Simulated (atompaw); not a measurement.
## u(r) = r·R(r): atom against pseudo-atom (Hg)

Columns: radius, all-electron u(r) and pseudo u(r) of the 6s shell (level -11.01 eV) of mercury in the configuration [Xe] 4f14 5d10 6s1.5 6p0; LDA (PW92), scalar-relativistic, PAW (atompaw) scheme, atompaw 4.2.0.5.

| r (bohr) | all-electron | pseudo |
| --- | --- | --- |
| 0.092 | -0.0636 | 0.0378 |
| 0.185 | -0.0532 | 0.0760 |
| 0.277 | 0.1947 | 0.1139 |
| 0.369 | 0.1742 | 0.1521 |
| 0.462 | -0.0147 | 0.1909 |
| 0.554 | -0.2019 | 0.2295 |
| 0.646 | -0.3133 | 0.2682 |
| 0.738 | -0.3378 | 0.3070 |
| 0.831 | -0.2913 | 0.3462 |
| 0.923 | -0.1992 | 0.3848 |
| 1.015 | -0.0827 | 0.4229 |
| 1.108 | 0.0433 | 0.4606 |
| 1.200 | 0.1651 | 0.4969 |
| 1.292 | 0.2776 | 0.5317 |
| 1.385 | 0.3782 | 0.5650 |
| 1.477 | 0.4631 | 0.5956 |
| 1.569 | 0.5336 | 0.6236 |
| 1.662 | 0.5909 | 0.6485 |
| 1.754 | 0.6348 | 0.6696 |
| 1.846 | 0.6673 | 0.6867 |
| 1.938 | 0.6898 | 0.6995 |
| 2.031 | 0.7038 | 0.7078 |
| 2.123 | 0.7101 | 0.7114 |
| 2.215 | 0.7100 | 0.7103 |
| 2.308 | 0.7046 | 0.7046 |
| 2.400 | 0.6948 | 0.6948 |

(1) How many radial nodes do the two functions have?

(2) Is the pseudo-wave norm-conserving?

Answers

(1) The all-electron 6s function has n − l − 1 = 5 (the table is too coarse to show those close to the nucleus); the pseudo-wave has 0, since the states of the same l below it are removed with the core.

(2) No, it belongs to a PAW set: the norm inside the radius is not constrained, and the difference is carried by the augmentation charge.
